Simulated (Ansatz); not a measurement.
FH₃NSn, SMILES `[NH2][SnH][F]` radical. Charge 0, multiplicity 2. Sn: def2 effective core potential.

```json
{"atom": "N1", "x (Å)": "-0.876", "y (Å)": "-0.208", "z (Å)": "0.527"}
{"atom": "Sn2", "x (Å)": "0.539", "y (Å)": "0.184", "z (Å)": "-0.881"}
{"atom": "F3", "x (Å)": "1.712", "y (Å)": "1.286", "z (Å)": "0.193"}
{"atom": "H4", "x (Å)": "-1.068", "y (Å)": "0.587", "z (Å)": "1.126"}
{"atom": "H5", "x (Å)": "-1.759", "y (Å)": "-0.569", "z (Å)": "0.186"}
{"atom": "H6", "x (Å)": "1.452", "y (Å)": "-1.279", "z (Å)": "-1.150"}
```

(1) What are the harmonic wavenumbers in cm⁻¹ at PBE0-D4/def2-TZVP (Ansatz, finite differences of forces, unscaled)? (Estimate.)

(2) Is this a minimum?

(3) Give the ideal-gas thermochemistry at 298.15 K and 1 bar (rigid rotor, harmonic oscillator; point group C1, symmetry number 1).

(4) And at 400, 500, 600, 800 and 1000 K?

Answers

(1) The calculation gave: 133, 203, 472, 494, 545, 594, 624, 782, 1554, 1738, 3530, 3632.

(2) Yes, all 12 modes are real.

(3) Zero-point energy 85.5 kJ/mol; H(298) − E = 101.5 kJ/mol; entropy 314.8 J/(mol·K), of which translation 171.7, rotation 103.6, vibration 33.8, electronic 5.8; G(298) − E = 7.6 kJ/mol.

(4) 
```tsv
T (K)	H − E (kJ/mol)	S (J/mol/K)	G − E (kJ/mol)
400	109.8	338.7	-25.7
500	118.7	358.6	-60.6
600	128.2	375.9	-97.3
800	148.5	405.0	-175.5
1000	170.0	429.0	-259.0
```
